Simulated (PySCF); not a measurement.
C$_{3}$H$_{8}$Cd (SMILES C[CH2][Cd][CH3]), singlet, at a GFN2-xTB geometry (such geometries of metal compounds can be far from the true shape) (core potentials on Cd); DF-PBE/def2-SV(P) (PySCF).

The PySCF input:
```python
from pyscf import gto, scf, dft

mol = gto.M(
    atom='''
Cd   -0.17359641   -0.08575968    0.49153555
C    -0.75423196    2.05571528    0.64280778
H    -1.21236562    2.37435546    1.57540863
H    -1.45222337    2.26316589   -0.17253619
H     0.14761981    2.65184582    0.48072794
C     0.75920137   -1.39368444   -1.05338758
C     0.97894235   -0.42835104   -2.21994859
H     0.11660439   -2.21689863   -1.37858085
H     1.71959824   -1.81793628   -0.74657663
H     1.64044693    0.39635716   -1.92908261
H     0.02810859   -0.00508558   -2.56500271
H     1.44136833   -0.93141805   -3.07489383
''',
    basis='def2-sv(p)',
    ecp={'Cd': 'def2-sv(p)'},
    verbose=4,
    max_memory=1800,
)

mf = dft.RKS(mol)
mf.xc = 'pbe'
mf = mf.density_fit(auxbasis='def2-universal-jkfit')
mf.kernel()
```

It wrote (shortened):

```
PySCF version 2.14.0

[INPUT] verbose = 4
[INPUT] num. atoms = 12
[INPUT] num. electrons = 46
[INPUT] charge = 0
[INPUT] spin (= nelec alpha-beta = 2S) = 0
[INPUT] symmetry False subgroup None
[INPUT] Mole.unit = angstrom
[INPUT] Symbol           X                Y                Z      unit          X                Y                Z       unit  Magmom
[INPUT]  1 Cd    -0.173596410000  -0.085759680000   0.491535550000 AA   -0.328049671108  -0.162062307730   0.928867569987 Bohr   0.0
[INPUT]  2 C     -0.754231960000   2.055715280000   0.642807780000 AA   -1.425291838794   3.884738869284   1.214730654940 Bohr   0.0
[INPUT]  3 H     -1.212365620000   2.374355460000   1.575408630000 AA   -2.291038984639   4.486881541766   2.977090844976 Bohr   0.0
[INPUT]  4 H     -1.452223370000   2.263165890000  -0.172536190000 AA   -2.744304440993   4.276763706558  -0.326046145676 Bohr   0.0
[INPUT]  5 H      0.147619810000   2.651845820000   0.480727940000 AA    0.278961011460   5.011262324373   0.908444147026 Bohr   0.0
[INPUT]  6 C      0.759201370000  -1.393684440000  -1.053387580000 AA    1.434682662695  -2.633681895668  -1.990614029218 Bohr   0.0
[INPUT]  7 C      0.978942350000  -0.428351040000  -2.219948590000 AA    1.849932933238  -0.809466150773  -4.195094845714 Bohr   0.0
[INPUT]  8 H      0.116604390000  -2.216898630000  -1.378580850000 AA    0.220350362022  -4.189331256623  -2.605140247070 Bohr   0.0
[INPUT]  9 H      1.719598240000  -1.817936280000  -0.746576630000 AA    3.249569717884  -3.435401681111  -1.410825361701 Bohr   0.0
[INPUT] 10 H      1.640446930000   0.396357160000  -1.929082610000 AA    3.099995419584   0.749006479910  -3.645437804561 Bohr   0.0
[INPUT] 11 H      0.028108590000  -0.005085580000  -2.565002710000 AA    0.053117536848  -0.009610353385  -4.847152630667 Bohr   0.0
[INPUT] 12 H      1.441368330000  -0.931418050000  -3.074893830000 AA    2.723791388322  -1.760125021976  -5.810707200815 Bohr   0.0

nuclear repulsion = 171.687941603752
number of shells = 44
number of NR pGTOs = 154
number of NR cGTOs = 82
basis = def2-sv(p)
ecp = {'Cd': 'def2-sv(p)'}

******** <class 'pyscf.df.df_jk.DFRKS'> ********
method = DFRKS
initial guess = minao
damping factor = 0
level_shift factor = 0
DIIS = <class 'pyscf.scf.diis.CDIIS'>
diis_start_cycle = 1
diis_space = 8
diis_damp = 0
SCF conv_tol = 1e-09
SCF conv_tol_grad = None
SCF max_cycles = 50
direct_scf = False
XC library pyscf.dft.libxc version 7.1.2
    S. Lehtola, C. Steigemann, M. J. T. Oliveira, and M. A. L. Marques,  SoftwareX 7, 1–5 (2018)
XC functionals = pbe
    J. P. Perdew, K. Burke, and M. Ernzerhof,  Phys. Rev. Lett. 77, 3865 (1996)
    J. P. Perdew, K. Burke, and M. Ernzerhof,  Phys. Rev. Lett. 78, 1396 (1997)
    J. P. Perdew, K. Burke, and M. Ernzerhof,  Phys. Rev. Lett. 77, 3865 (1996)
    J. P. Perdew, K. Burke, and M. Ernzerhof,  Phys. Rev. Lett. 78, 1396 (1997)
radial grids:
    Treutler-Ahlrichs [JCP 102, 346 (1995); DOI:10.1063/1.469408] (M4) radial grids

becke partition: Becke, JCP 88, 2547 (1988); DOI:10.1063/1.454033
pruning grids: <function nwchem_prune>
grids dens level: 3
symmetrized grids: False
atomic radii adjust function: <function treutler_atomic_radii_adjust>
small_rho_cutoff = 0
Set gradient conv threshold to 3.16228e-05
Initial guess from minao.
tot grids = 143208
init E= -272.46255708057
  HOMO = -0.660294176909455  LUMO = -0.593426581209739  gap/eV = 1.81956
cycle= 1 E= -285.066834745169  delta_E= -12.6  |g|= 2.21  |ddm|= 5.73
  HOMO = 0.115657546555973  LUMO = 0.139405502995745  gap/eV = 0.64621
cycle= 2 E= -250.523920406102  delta_E= 34.5  |g|= 6.57  |ddm|= 47.3
  HOMO = -0.218432377576239  LUMO = -0.175522669860481  gap/eV = 1.16763
cycle= 3 E= -285.804414765788  delta_E= -35.3  |g|= 1.46  |ddm|=   47
  HOMO = -0.315106028369124  LUMO = -0.152613439147212  gap/eV = 4.42165
cycle= 4 E= -286.184556136959  delta_E= -0.38  |g|=  1.1  |ddm|= 2.81
  HOMO = -0.187346079766371  LUMO = -0.0647910512898786  gap/eV = 3.33489
cycle= 5 E= -286.441442017822  delta_E= -0.257  |g|= 0.544  |ddm|= 1.67
  HOMO = -0.183159836894882  LUMO = -0.0663007869270178  gap/eV = 3.17990
cycle= 6 E= -286.495256274723  delta_E= -0.0538  |g|= 0.33  |ddm|= 1.06
  HOMO = -0.189512126995583  LUMO = -0.0714133260788667  gap/eV = 3.21363
cycle= 7 E= -286.530421080788  delta_E= -0.0352  |g|= 0.0538  |ddm|= 0.541
  HOMO = -0.186237490041533  LUMO = -0.067564119116545  gap/eV = 3.22927
cycle= 8 E= -286.531531387881  delta_E= -0.00111  |g|= 0.0232  |ddm|= 0.124
  HOMO = -0.186814596267382  LUMO = -0.0674188708031789  gap/eV = 3.24892
cycle= 9 E= -286.531660235982  delta_E= -0.000129  |g|= 0.00766  |ddm|= 0.0297
  HOMO = -0.186169649496261  LUMO = -0.0672446539732334  gap/eV = 3.23611
cycle= 10 E= -286.531678056454  delta_E= -1.78e-05  |g|= 0.00158  |ddm|= 0.0119
  HOMO = -0.186192815459174  LUMO = -0.0671214355920551  gap/eV = 3.24010
cycle= 11 E= -286.53167888779  delta_E= -8.31e-07  |g|= 0.000393  |ddm|= 0.00315
  HOMO = -0.186199456063276  LUMO = -0.0671317472176849  gap/eV = 3.24000
cycle= 12 E= -286.531678958762  delta_E= -7.1e-08  |g|= 4.88e-05  |ddm|= 0.000879
  HOMO = -0.186195521876648  LUMO = -0.0671308615378212  gap/eV = 3.23991
cycle= 13 E= -286.531678959568  delta_E= -8.05e-10  |g|= 7.83e-06  |ddm|= 8.06e-05
  HOMO = -0.186194358964855  LUMO = -0.067130083819535  gap/eV = 3.23990
Extra cycle  E= -286.531678959502  delta_E= 6.59e-11  |g|= 1.64e-05  |ddm|= 3.26e-05
converged SCF energy = -286.531678959502
```
